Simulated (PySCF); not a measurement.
**Correlation energy of Zn²⁸⁺ (zinc, charge +28)**

1s2, closed-shell 1S. All numbers are calculated (PySCF 2.14, the non-relativistic Hamiltonian (point nucleus), in an even-tempered Gaussian basis (15 s from 35 bohr⁻², ratio 2.2; 7 p from 53 bohr⁻², ratio 2.4; 4 d from 160 bohr⁻², ratio 2.4; 3 f from 240 bohr⁻², ratio 2.4; 3 g from 360 bohr⁻², ratio 2.4)). Frozen: nothing; 2 electrons correlated; the 11 highest virtual orbitals of each spin left out.

With two correlated electrons CCSD is exact within the correlated space (frozen core and kept virtual orbitals).

| level | correlation energy (mhartree) |
| --- | --- |
| CCSD | -45.66 |

Diagnostics: T1 = 2.5e-06, D1 = 0.0000, largest double amplitude 0.001.

Q: Is a single reference adequate?

A: Yes, within this model without spin-orbit coupling: T1 lies below 0.03 and no double amplitude reaches 0.07.
